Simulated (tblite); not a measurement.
Isomers of C5H6ClFO. Method: GFN2-xTB as coded in tblite; computed harmonic values from a numerical Hessian at the method's own geometry, unscaled. Errors from tens to a few hundred cm⁻¹ against measured bands are possible. One conformer each.

Electronic energies: GFN2-xTB at the same geometries; isomer energies are rough at this level and their order can be wrong.

```json
{"SMILES": "F[C@@H]1C=C(Cl)COC1", "electronic energy, lowest = 0 (kcal/mol)": "3.8"}
{"SMILES": "C[C@@]1(C(=O)Cl)C[C@H]1F", "electronic energy, lowest = 0 (kcal/mol)": "3.8"}
{"SMILES": "CO[C@@H]1C=C(F)[C@@H]1Cl", "electronic energy, lowest = 0 (kcal/mol)": "33.5"}
{"SMILES": "C/C(F)=C(/C)C(=O)Cl", "electronic energy, lowest = 0 (kcal/mol)": "0.0"}
{"SMILES": "CC(C)=C(Cl)C(=O)F", "electronic energy, lowest = 0 (kcal/mol)": "0.1"}
```

Question: How do GFN2-xTB zero-point energies change the relative energies?

Answer: 
| SMILES | ZPE (kcal/mol) | of it from modes above 1550 cm⁻¹ | electronic (kcal/mol) | with ZPE, lowest = 0 (kcal/mol) | lowest mode (cm⁻¹) | rings |
| --- | --- | --- | --- | --- | --- | --- |
| C/C(F)=C(/C)C(=O)Cl | 61.9 | 30.9 | 0.0 | 0.1 | 42 | 0 |
| CC(C)=C(Cl)C(=O)F | 61.7 | 30.9 | 0.1 | 0.0 | 50 | 0 |
| F[C@@H]1C=C(Cl)COC1 | 63.4 | 27.7 | 3.8 | 5.4 | 77 | 1 |
| C[C@@]1(C(=O)Cl)C[C@H]1F | 62.7 | 28.9 | 3.8 | 4.7 | 43 | 1 |
| CO[C@@H]1C=C(F)[C@@H]1Cl | 62.2 | 28.0 | 33.5 | 33.9 | 87 | 1 |

The zero-point energies span 1.7 kcal/mol, from `CC(C)=C(Cl)C(=O)F` to `F[C@@H]1C=C(Cl)COC1`. With it `CC(C)=C(Cl)C(=O)F` becomes the lowest.

Question: What do entropy and thermal enthalpy add at 298.15 K and 1 bar (rigid rotor, harmonic oscillator, one conformer each)?

Answer: 
| SMILES | point group | symmetry number | S (cal/(mol K)) | H − H(0) (kcal/mol) | ZPE + H − H(0) − TS (kcal/mol) |
| --- | --- | --- | --- | --- | --- |
| C/C(F)=C(/C)C(=O)Cl | Cs | 1 | 94.7 | 6.34 | 40.0 |
| F[C@@H]1C=C(Cl)COC1 | C1 | 1 | 86.3 | 5.23 | 42.9 |
| C[C@@]1(C(=O)Cl)C[C@H]1F | C1 | 1 | 90.6 | 5.81 | 41.5 |
| CO[C@@H]1C=C(F)[C@@H]1Cl | C1 | 1 | 90.0 | 5.75 | 41.2 |

Not tabulated: `CC(C)=C(Cl)C(=O)F` (point group not settled).
